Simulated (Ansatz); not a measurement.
`O[SiH2][SiH](O)S` + H₂Se → `O[SiH2][SeH]` + `O[SiH2]S`  (cleavage of the Si–Si bond)

Calculated with Ansatz (gas phase, PBE0-D4/def2-TZVP geometries, no zero-point term in ΔE). CCSD(T)/CBS adds triple-zeta CCSD(T) − MP2 to the extrapolated MP2 energy (def2 sets, frozen cores). For Se outer-core shells are correlated without core-valence functions, which leaves a few kJ/mol of doubt a bond. Scalar relativity is left out up to krypton. Each species was taken in one conformer, which may not be the lowest.

```
           species  HF/def2-QZVPP energy (Eh)
`O[SiH2][SiH](O)S`                -1128.88639
              H₂Se                -2401.05204
    `O[SiH2][SeH]`                -2766.15229
        `O[SiH2]S`                 -763.82038
```

Question: Work out ΔE.

Answer: ΔE = (-2766.15229) + (-763.82038) − (-1128.88639) − (-2401.05204) = -0.03424 Eh = -89.9 kJ/mol. CCSD(T)/CBS gives -80.2 kJ/mol.

Largest T1 diagnostic among the species: 0.012.

In def2-TZVPP, CCSD(T) changes the Hartree–Fock value by +12.5 kJ/mol (the triples alone add +1.3 kJ/mol) and MP2 by +3.1 kJ/mol. From PBE to PBE0 (25 % exact exchange), in def2-TZVPP and without D4, ΔE moves by −5.1 kJ/mol.
